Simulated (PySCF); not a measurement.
Simulation results for CH₄Ge₂, Ge₂H₃N, AlGeH₇N₂, BGeH₃NO and others

All values are calculated (PySCF 2.14.0). Calculation on a computer-drawn molecule: optimised geometry and harmonic frequencies of an isolated molecule of the commonest isotopes, restricted reference for singlets and unrestricted otherwise, frozen core in MP2; on germanium a core potential holds 10 electrons, which the energies leave out, and 3d is frozen in MP2 and coupled-cluster steps.

Common to all runs: multiplicity 1; basis and core potential on germanium cc-pVDZ-PP ECP10MDF.

(1) CH₄Ge₂

Start structure:
```xyz
7
CH4Ge2
Ge     2.2860    -2.0212     1.3904
C      0.9354    -0.6926     0.9884
Ge     0.0438    -0.6269    -0.5524
H      2.1696    -2.7801    -0.0076
H      0.6933     0.0660     1.7285
H     -1.0246     0.4110    -0.8982
H      0.2725    -1.6175    -1.6797
```

```
charge                                        : 0
method                                        : MP2
basis                                         : cc-pVDZ
rotational constants                          : 27.27, 1.228, 1.175 GHz
total energy                                  : -627.1756 hartree
convergence status largest gradient component : 2.368e-05 hartree/bohr
```

Drawn bonds:
| atom | other atom | order |
| --- | --- | --- |
| 1 | 2 | 1 |
| 2 | 3 | 2 |
| 1 | 4 | 1 |
| 2 | 5 | 1 |
| 3 | 6 | 1 |
| 3 | 7 | 1 |

Optimised structure:
```xyz
7
CH4Ge2
Ge     2.2990    -2.0480     1.3732
C      0.9447    -0.6803     1.0241
Ge     0.0475    -0.6302    -0.5505
H      2.1048    -2.7372    -0.0598
H      0.6937     0.0912     1.7686
H     -1.0333     0.3968    -0.9359
H      0.3196    -1.6536    -1.6501
```

Modes:
| frequency (cm⁻¹) | reduced mass (dalton) |
| --- | --- |
| 99.76 | 1.464 |
| 154.3 | 9.225 |
| 420.4 | 1.012 |
| 464.1 | 1.625 |
| 519.7 | 1.144 |
| 582.2 | 1.618 |
| 795.9 | 1.083 |
| 808.9 | 1.422 |
| 851.7 | 1.886 |
| 894.3 | 1.097 |
| 1077 | 1.51 |
| 1911 | 1.021 |
| 2161 | 1.019 |
| 2235 | 1.021 |
| 3188 | 1.087 |

(2) Ge₂H₃N

Start structure:
```xyz
6
Ge2H3N
Ge    -0.8189    -3.3837     0.0109
N      0.3826    -2.4464     0.8463
Ge     1.5154    -1.4714     1.6806
H     -0.5770    -2.6764    -1.4115
H      1.2067    -0.1603     2.4388
H      2.9745    -1.9559     1.8944
```

```
charge                                        : 0
method                                        : HF
basis                                         : cc-pVDZ
rotational constants                          : 84.49, 1.104, 1.103 GHz
total energy                                  : -642.8720 hartree
convergence status largest gradient component : 3.104e-06 hartree/bohr
```

Drawn bonds:
| atom | other atom | order |
| --- | --- | --- |
| 1 | 2 | 1 |
| 2 | 3 | 2 |
| 1 | 4 | 1 |
| 3 | 5 | 1 |
| 3 | 6 | 1 |

Optimised structure:
```xyz
6
Ge2H3N
Ge    -0.8041    -3.3571     0.0237
N      0.4454    -2.3176     0.7849
Ge     1.5334    -1.4967     1.7314
H     -0.6566    -2.7701    -1.4570
H      1.1933    -0.1973     2.4481
H      2.9718    -1.9553     1.9284
```

Modes:
| frequency (cm⁻¹) | reduced mass (dalton) |
| --- | --- |
| 68.41 | 4.852 |
| 132.7 | 8.59 |
| 362.4 | 23.23 |
| 378.3 | 1.017 |
| 599.5 | 1.063 |
| 660.3 | 1.151 |
| 824.3 | 1.088 |
| 954.1 | 1.052 |
| 1253 | 10.46 |
| 1914 | 1.022 |
| 2255 | 1.026 |
| 2276 | 1.014 |

(3) Ge₂H₃N

Start structure:
```xyz
6
Ge2H3N
Ge    -0.8041    -3.3571     0.0237
N      0.4454    -2.3176     0.7849
Ge     1.5334    -1.4967     1.7314
H     -0.6566    -2.7701    -1.4570
H      1.1933    -0.1973     2.4481
H      2.9718    -1.9553     1.9284
```

```
charge                                        : 0
method                                        : MP2
basis                                         : cc-pVDZ
rotational constants                          : 79.15, 1.058, 1.057 GHz
total energy                                  : -643.2240 hartree
convergence status largest gradient component : 8.084e-06 hartree/bohr
```

Drawn bonds:
| atom | other atom | order |
| --- | --- | --- |
| 1 | 2 | 1 |
| 2 | 3 | 2 |
| 1 | 4 | 1 |
| 3 | 5 | 1 |
| 3 | 6 | 1 |

Optimised structure:
```xyz
6
Ge2H3N
Ge    -0.8339    -3.3846     0.0135
N      0.4472    -2.3013     0.7376
Ge     1.5532    -1.4868     1.7660
H     -0.6685    -2.7815    -1.4604
H      1.1891    -0.1768     2.4655
H      2.9961    -1.9632     1.9372
```

Modes:
| frequency (cm⁻¹) | reduced mass (dalton) |
| --- | --- |
| 61.1 | 4.231 |
| 111.5 | 10.17 |
| 333.3 | 19.94 |
| 449.5 | 1.017 |
| 460.6 | 1.046 |
| 600.5 | 1.136 |
| 752.5 | 1.091 |
| 882.9 | 1.082 |
| 1105 | 8.243 |
| 1909 | 1.022 |
| 2206 | 1.014 |
| 2208 | 1.027 |

(4) AlGeH₇N₂

Start structure:
```xyz
11
AlGeH7N2
N      1.0835     2.2120    -1.8006
Al    -0.2050     1.8182    -0.8221
Ge    -0.5373    -0.5165    -0.0842
N     -1.3569    -0.5773     1.5889
H      1.9478     1.6554    -2.0040
H      1.3308     3.2085    -2.1724
H     -1.3299     2.9457    -0.3759
H     -1.1758    -1.4979    -0.9746
H      0.7623    -1.1816     0.1963
H     -1.6169    -1.4980     1.8381
H     -2.1541     0.0193     1.6966
```

```
charge                                        : 0
method                                        : HF
basis                                         : cc-pV(D+d)Z
rotational constants                          : 8.665, 1.524, 1.374 GHz
total energy                                  : -648.3190 hartree
convergence status largest gradient component : 1.286e-05 hartree/bohr
```

Drawn bonds:
| atom | other atom | order |
| --- | --- | --- |
| 1 | 2 | 1 |
| 2 | 3 | 1 |
| 3 | 4 | 1 |
| 1 | 5 | 1 |
| 1 | 6 | 1 |
| 2 | 7 | 1 |
| 3 | 8 | 1 |
| 3 | 9 | 1 |
| 4 | 10 | 1 |
| 4 | 11 | 1 |

Optimised structure:
```xyz
11
AlGeH7N2
N      1.1765     2.2801    -1.7279
Al    -0.2801     1.8088    -0.8508
Ge    -0.5509    -0.5550    -0.0719
N     -1.3065    -0.5296     1.6306
H      1.9517     1.6809    -1.9424
H      1.3633     3.2031    -2.0750
H     -1.3768     2.9217    -0.6009
H     -1.3800    -1.4220    -1.0526
H      0.7916    -1.2900     0.0949
H     -1.4427    -1.4477     2.0208
H     -2.1976    -0.0625     1.6611
```

Modes:
| frequency (cm⁻¹) | reduced mass (dalton) |
| --- | --- |
| 33.7 | 3.222 |
| 100.8 | 3.381 |
| 162.2 | 3.367 |
| 208 | 1.094 |
| 318.4 | 2.686 |
| 350.7 | 1.612 |
| 438.6 | 1.136 |
| 484.6 | 1.252 |
| 552.7 | 1.104 |
| 592.7 | 1.08 |
| 632.5 | 1.635 |
| 676.4 | 1.932 |
| 751.9 | 1.171 |
| 779.7 | 1.271 |
| 815 | 1.302 |
| 854.5 | 3.369 |
| 965.1 | 1.046 |
| 1003 | 1.124 |
| 1677 | 1.111 |
| 1707 | 1.092 |
| 1977 | 1.043 |
| 2124 | 1.021 |
| 2181 | 1.018 |
| 3718 | 1.051 |
| 3773 | 1.052 |
| 3804 | 1.093 |
| 3856 | 1.093 |

(5) AlGeH₇N₂

Start structure:
```xyz
11
AlGeH7N2
N     -0.1534    -1.2763     0.5801
Al    -0.0690    -0.1903    -0.7387
N      1.5075     0.7471    -1.0265
Ge     1.9249     1.9585    -2.3045
H      0.5434    -1.6113     1.3135
H     -1.0050    -1.8941     0.7991
H     -1.2584     0.0504    -1.6491
H      2.1887     0.5135    -0.4387
H      2.3703     3.2774    -1.6270
H      0.8068     2.2332    -3.2362
H      3.0539     1.5054    -3.1131
```

```
charge                                        : 0
method                                        : HF
basis                                         : cc-pV(D+d)Z
rotational constants                          : 20.03, 1.112, 1.067 GHz
total energy                                  : -648.3497 hartree
convergence status largest gradient component : 1.762e-05 hartree/bohr
```

Drawn bonds:
| atom | other atom | order |
| --- | --- | --- |
| 1 | 2 | 1 |
| 2 | 3 | 1 |
| 3 | 4 | 1 |
| 1 | 5 | 1 |
| 1 | 6 | 1 |
| 2 | 7 | 1 |
| 3 | 8 | 1 |
| 4 | 9 | 1 |
| 4 | 10 | 1 |
| 4 | 11 | 1 |

Optimised structure:
```xyz
11
AlGeH7N2
N     -0.1691    -1.3261     0.5851
Al    -0.0373    -0.1672    -0.7411
N      1.4861     0.7132    -1.0136
Ge     1.9366     1.9622    -2.2867
H      0.5468    -1.5667     1.2444
H     -0.9985    -1.8515     0.7894
H     -1.2757     0.0827    -1.6814
H      2.2532     0.5241    -0.3889
H      2.3383     3.2913    -1.6301
H      0.7128     2.1790    -3.1790
H      3.1165     1.4725    -3.1392
```

Modes:
| frequency (cm⁻¹) | reduced mass (dalton) |
| --- | --- |
| 70.28 | 2.303 |
| 82.4 | 1.501 |
| 129.7 | 3.707 |
| 215.7 | 4.95 |
| 334 | 1.062 |
| 413.1 | 1.219 |
| 467.1 | 1.324 |
| 536.4 | 2.25 |
| 567.9 | 1.124 |
| 604 | 1.088 |
| 698.4 | 1.17 |
| 747.2 | 1.823 |
| 775.8 | 1.312 |
| 833.8 | 4.372 |
| 891.2 | 2.244 |
| 951 | 1.022 |
| 967.8 | 1.074 |
| 995.4 | 1.201 |
| 1222 | 1.316 |
| 1676 | 1.11 |
| 2009 | 1.042 |
| 2190 | 1.023 |
| 2213 | 1.02 |
| 2243 | 1.014 |
| 3754 | 1.074 |
| 3780 | 1.052 |
| 3860 | 1.093 |

(6) BGeH₃NO

Start structure:
```xyz
7
BGeH3NO
N      0.8074     0.0514    -0.5054
Ge     2.3808    -0.5382    -0.8843
B      3.4543     0.5779    -2.1731
O      4.1105     1.1822    -2.8581
H      0.4169     0.9531    -0.8081
H      0.1294    -0.3377     0.1566
H      2.5934    -1.8781    -0.2353
```

```
charge                                        : 1
method                                        : HF
basis                                         : cc-pVDZ
rotational constants                          : 15.85, 2.541, 2.19 GHz
total energy                                  : -448.9052 hartree
convergence status largest gradient component : 2.412e-05 hartree/bohr
```

Drawn bonds:
| atom | other atom | order |
| --- | --- | --- |
| 1 | 2 | 1 |
| 2 | 3 | 1 |
| 3 | 4 | 2 |
| 1 | 5 | 1 |
| 1 | 6 | 1 |
| 2 | 7 | 1 |

Optimised structure:
```xyz
7
BGeH3NO
N      0.7638     0.1014    -0.4692
Ge     2.3058    -0.5504    -0.8758
B      3.4679     0.5413    -2.1437
O      4.1291     1.1771    -2.8742
H      0.4162     0.9784    -0.8215
H      0.1196    -0.3647     0.1490
H      2.6903    -1.8724    -0.2724
```

Modes:
| frequency (cm⁻¹) | reduced mass (dalton) |
| --- | --- |
| 128.4 | 4.617 |
| 252.3 | 3.158 |
| 368 | 7.047 |
| 452.2 | 1.576 |
| 455.6 | 14.99 |
| 594.4 | 1.179 |
| 685.2 | 1.037 |
| 734 | 1.069 |
| 897.3 | 5.12 |
| 941.9 | 1.237 |
| 1677 | 1.116 |
| 2227 | 12.26 |
| 2377 | 1.022 |
| 3727 | 1.05 |
| 3839 | 1.102 |

(7) BGeH₃NO

Start structure:
```xyz
7
BGeH3NO
N      0.7638     0.1014    -0.4692
Ge     2.3058    -0.5504    -0.8758
B      3.4679     0.5413    -2.1437
O      4.1291     1.1771    -2.8742
H      0.4162     0.9784    -0.8215
H      0.1196    -0.3647     0.1490
H      2.6903    -1.8724    -0.2724
```

```
charge                                        : 1
method                                        : MP2
basis                                         : cc-pVDZ
rotational constants                          : 15.35, 2.513, 2.16 GHz
total energy                                  : -449.4197 hartree
convergence status largest gradient component : 2.01e-05 hartree/bohr
```

Drawn bonds:
| atom | other atom | order |
| --- | --- | --- |
| 1 | 2 | 1 |
| 2 | 3 | 1 |
| 3 | 4 | 2 |
| 1 | 5 | 1 |
| 1 | 6 | 1 |
| 2 | 7 | 1 |

Optimised structure:
```xyz
7
BGeH3NO
N      0.7599     0.1013    -0.4673
Ge     2.3268    -0.5574    -0.8824
B      3.4677     0.5362    -2.1406
O      4.1451     1.2034    -2.8985
H      0.4102     0.9932    -0.8273
H      0.1097    -0.3775     0.1620
H      2.6734    -1.8885    -0.2538
```

Modes:
| frequency (cm⁻¹) | reduced mass (dalton) |
| --- | --- |
| 118.6 | 4.648 |
| 231.1 | 3.178 |
| 334.8 | 6.9 |
| 405.9 | 1.594 |
| 448.6 | 14.95 |
| 580.8 | 1.173 |
| 682.4 | 1.077 |
| 682.7 | 1.028 |
| 844.3 | 3.904 |
| 873.8 | 1.324 |
| 1548 | 1.121 |
| 1927 | 12.36 |
| 2308 | 1.022 |
| 3531 | 1.05 |
| 3653 | 1.101 |

(8) ClGeH₃N

Start structure:
```xyz
6
ClGeH3N
N      0.0331    -0.8580     0.4870
Ge    -0.5375    -2.4269     0.2944
Cl    -1.9693    -3.0657     1.5997
H      0.7577    -0.3917    -0.1458
H     -0.2651    -0.1893     1.1961
H      0.0290    -3.1241    -0.8494
```

```
charge                                        : 1
method                                        : HF
basis                                         : cc-pV(D+d)Z
rotational constants                          : 17.19, 3.536, 2.933 GHz
total energy                                  : -808.8580 hartree
convergence status largest gradient component : 3.157e-05 hartree/bohr
```

Drawn bonds:
| atom | other atom | order |
| --- | --- | --- |
| 1 | 2 | 1 |
| 2 | 3 | 1 |
| 1 | 4 | 1 |
| 1 | 5 | 1 |
| 2 | 6 | 1 |

Optimised structure:
```xyz
6
ClGeH3N
N      0.0553    -0.7820     0.4867
Ge    -0.5200    -2.3878     0.2555
Cl    -1.9438    -3.0748     1.5752
H      0.7492    -0.3616    -0.1089
H     -0.2734    -0.1828     1.2257
H     -0.0194    -3.2667    -0.8522
```

Modes:
| frequency (cm⁻¹) | reduced mass (dalton) |
| --- | --- |
| 204 | 4.412 |
| 423 | 1.244 |
| 489.6 | 1.123 |
| 520.1 | 30.24 |
| 638.6 | 1.036 |
| 722.5 | 1.038 |
| 893 | 4.93 |
| 930.9 | 1.262 |
| 1661 | 1.115 |
| 2391 | 1.022 |
| 3730 | 1.049 |
| 3847 | 1.102 |

(9) ClGeH₃N

Start structure:
```xyz
6
ClGeH3N
N      0.0553    -0.7820     0.4867
Ge    -0.5200    -2.3878     0.2555
Cl    -1.9438    -3.0748     1.5752
H      0.7492    -0.3616    -0.1089
H     -0.2734    -0.1828     1.2257
H     -0.0194    -3.2667    -0.8522
```

```
charge                                        : 1
method                                        : MP2
basis                                         : cc-pV(D+d)Z
rotational constants                          : 16.91, 3.484, 2.889 GHz
total energy                                  : -809.2465 hartree
convergence status largest gradient component : 2.008e-05 hartree/bohr
```

Drawn bonds:
| atom | other atom | order |
| --- | --- | --- |
| 1 | 2 | 1 |
| 2 | 3 | 1 |
| 1 | 4 | 1 |
| 1 | 5 | 1 |
| 2 | 6 | 1 |

Optimised structure:
```xyz
6
ClGeH3N
N      0.0575    -0.7748     0.4874
Ge    -0.5297    -2.4014     0.2595
Cl    -1.9596    -3.0895     1.5860
H      0.7636    -0.3591    -0.1243
H     -0.2744    -0.1644     1.2375
H     -0.0095    -3.2665    -0.8640
```

Modes:
| frequency (cm⁻¹) | reduced mass (dalton) |
| --- | --- |
| 189.8 | 4.362 |
| 361.6 | 1.319 |
| 472.8 | 1.071 |
| 510.7 | 28.65 |
| 624.7 | 1.034 |
| 670 | 1.043 |
| 848.6 | 2.403 |
| 865.4 | 1.716 |
| 1534 | 1.121 |
| 2314 | 1.022 |
| 3541 | 1.049 |
| 3668 | 1.102 |

(10) GeH₅N₂

Start structure:
```xyz
8
GeH5N2
N     -0.8462    -0.3731    -0.0551
Ge     0.8260     0.1155     0.1725
N      1.5844     0.7093    -1.2644
H     -1.3790    -0.7206     0.7806
H     -1.2902    -0.3560    -0.8745
H      1.4520     0.0348     1.4691
H      2.6694     0.9917    -1.2091
H      1.2950     0.7395    -2.1082
```

```
charge                                        : 1
method                                        : HF
basis                                         : cc-pVDZ
rotational constants                          : 21.15, 6.39, 4.907 GHz
total energy                                  : -404.9711 hartree
convergence status largest gradient component : 3.722e-05 hartree/bohr
```

Drawn bonds:
| atom | other atom | order |
| --- | --- | --- |
| 1 | 2 | 1 |
| 2 | 3 | 1 |
| 1 | 4 | 1 |
| 1 | 5 | 1 |
| 2 | 6 | 1 |
| 3 | 7 | 1 |
| 3 | 8 | 1 |

Optimised structure:
```xyz
8
GeH5N2
N     -0.8402    -0.3823    -0.0193
Ge     0.8096     0.1163     0.1493
N      1.6735     0.6911    -1.2371
H     -1.3775    -0.7211     0.7587
H     -1.3489    -0.3623    -0.8849
H      1.4849     0.0505     1.4859
H      2.6312     0.9888    -1.1836
H      1.2788     0.7600    -2.1580
```

Modes:
| frequency (cm⁻¹) | reduced mass (dalton) |
| --- | --- |
| 238 | 2.99 |
| 355.1 | 1.478 |
| 355.6 | 1.185 |
| 406.4 | 1.064 |
| 470 | 1.033 |
| 666.6 | 1.032 |
| 701.4 | 1.033 |
| 847.7 | 4.823 |
| 899.2 | 5.107 |
| 921.8 | 1.204 |
| 945.9 | 1.318 |
| 1663 | 1.116 |
| 1680 | 1.107 |
| 2401 | 1.021 |
| 3754 | 1.048 |
| 3761 | 1.05 |
| 3870 | 1.101 |
| 3872 | 1.102 |
